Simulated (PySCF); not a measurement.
Ta²⁺ (tantalum, charge +2) across methods

[Xe] 4f14 5d2 6s1, high-spin 4F determinant (an excited configuration). Computed with PySCF 2.14 in ANO-RCC-VTZP (8s7p5d3f2g1h, 104 functions), with scalar relativity by spin-free X2C-1e.

| method | E (hartree) | mean ε 4f β (eV) | mean ε 5d α (eV) | mean ε 6s α (eV) | Σ⟨r²⟩ (bohr²) | ⟨S²⟩ |
| --- | --- | --- | --- | --- | --- | --- |
| PBE0 | -15603.66 | -47.089 | -22.894 | -20.972 | 44.83 | 3.752 |
| r2SCAN | -15603.97 | -43.237 | -21.901 | -20.400 | 44.81 | 3.753 |
| LDA | -15593.72 | -43.286 | -21.429 | -20.600 | 44.92 | 3.751 |
| UHF | -15598.70560 | -58.733 | -26.636 | -22.540 | 45.05 | 3.755 |
| PBE | -15603.91 | -42.908 | -21.418 | -20.294 | 44.96 | 3.751 |

Spin-orbit coupling, absent here, splits the open shell strongly.
